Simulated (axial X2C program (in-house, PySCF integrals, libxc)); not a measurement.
Worked dissociation energy of TbBr: TPSSh, scalar-relativistic

All values were computed with an in-house all-electron X2C program for linear molecules (integrals from PySCF). Spin-free means the one-electron spin-free X2C Hamiltonian. Basis: Tb dyall-cv3z [13s13p10d7f3g], Br dyall-cv3z [8s9p6d4f1g] (cores contracted in-house); Gaussian nuclei, density fitting, unrestricted open shells. Masses: Tb 158.925 u, Br 78.918 u.

Molecular state: M_S = 3, Λ = 2 (beyond evenly filled blocks: σα, π+α, π-α, δ+α, δ+β, δ-α, φ+α, φ-α).

| Property | Result |
| --- | --- |
| E(Tb) (2M_S = 5, M_L = 2) | -11708.165078 hartree |
| E(Br) (2M_S = 1, M_L = 0) | -2606.217772 hartree |
| E(TbBr) at Re | -14314.542239 hartree |
| ωe | 211.2 cm⁻¹ |
| ωexe | 0.459 cm⁻¹ |

**Question.** Work out De and D0.

**Answer.** De = -11708.165078 + (-2606.217772) − (-14314.542239) = 0.15939 hartree = 4.337 eV. The zero-point energy is ωe/2 − ωexe/4 = 105 cm⁻¹ = 0.013 eV, so D0 = 4.324 eV.

The state is a single determinant with fixed occupations, the lowest that a limited PBE0 search found. Dissociation energies refer to the lowest single-determinant-based atoms at the same level and basis. PBE0 can misorder states that lie within some tenths of an eV, so this need not be the ground state of the molecule. The nearest other spin-free determinant of the search, M_S = 3, Λ = 3, lies 0.15 eV up at the distance of the search. Without a current term, density functionals place determinants with orbital angular momentum somewhat too high. Spin-free De lacks the spin–orbit lowering of the heavy p-block atom, a tenth of an eV or more for 4p and 5p, up to an eV for 6p and one to two eV for 7p atoms, less what an open-shell molecule gains itself.

Each atomic determinant is the lowest at this level and need not be a pure term. Totals compare only within one Hamiltonian and basis.
